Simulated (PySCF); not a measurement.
C2H4FNOSi, SMILES O=C=N[SiH2]CF.

Geometry: B3LYP-D3(BJ)/def2-SVP. The structure was generated by enumeration, and PubChem lists no compound with its InChIKey, so it may never have been made. One conformer was computed; it need not be the lowest.

The numbers are results of SMD-M06-2X/def2-SVP (PySCF), not measurements.

Solvation free energies are E(SMD) − E(gas) at the gas-phase geometry, for 1 M in both phases. In vacuum the dipole moment is 3.11 D.

```json
[
 {"solvent": "water", "ΔG(solv) (kcal/mol)": "1.6", "its non-electrostatic (CDS) part": "7.3", "dipole (D)": "4.11"},
 {"solvent": "ethanol", "ΔG(solv) (kcal/mol)": "-1.6", "its non-electrostatic (CDS) part": "3.7", "dipole (D)": "4.02"},
 {"solvent": "methanol", "ΔG(solv) (kcal/mol)": "___", "its non-electrostatic (CDS) part": "___", "dipole (D)": "___"}
]
```

Question: What belongs in the gaps? (An estimate is asked for; the answer gives what the named calculation found.)

Answer: 
- methanol, ΔG(solv) (kcal/mol): -1.1
- methanol, its non-electrostatic (CDS) part: 4.3
- methanol, dipole (D): 4.08
